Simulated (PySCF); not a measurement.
From computed data to an observable: refractive index and permittivity of the vapour

Si(F)(Cl)(Me)(OH) (CH4ClFOSi), SMILES F[Si](O)(Cl)C.

Geometry optimised at B3LYP-D3(BJ)/def2-SVP. The structure was generated by enumeration, and PubChem lists no compound with its InChIKey, so it may never have been made. One conformer was computed; it need not be the lowest.

M06-2X/def2-TZVP run with PySCF gives a mean static polarisability of 48.5 bohr³ and a dipole moment of 1.16 D. Take an ideal gas at 298.15 K and 1 bar, whether or not the substance is that volatile.

Problem. Work out n − 1 in the optical limit and the static ε − 1.

Solution. 
Polarisability volume α' = 48.5 × 0.148185 = 7.19 Å³. Number density N = p/kT = 2.43e-5 Å⁻³.
Dilute limit of Lorentz–Lorenz: n − 1 = 2π N α' = 0.0011.
Orientation term of Debye: μ²/(3kT) = 8.098 Å³ × μ²(D²) = 10.90 Å³.
ε − 1 = 4π N (α' + μ²/3kT) = 0.0055. Orientation of the dipole supplies 60 % of the static response; it can't follow optical fields. Vibrational polarisation and dispersion are left out.
